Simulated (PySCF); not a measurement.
A structure optimised at PBE0-D3(BJ)/def2-SVP, used in a PySCF frequency run:

```xyz
5

F      0.0000     0.0000     2.0852
Sn     0.0000     0.0000     0.1684
Cl     1.9043     1.0995    -0.5331
Cl     0.0000    -2.1989    -0.5331
Cl    -1.9043     1.0995    -0.5331
```
Charge 0, spin multiplicity 1.

### Question
Write its SMILES, formula and point group.

### Answer
[F][Sn]([Cl])([Cl])[Cl], Cl₃FSn, C3v

### Question
What are its rotational constants (standard atomic weights)?

### Answer
1.3539, 1.3539, 0.98277 GHz
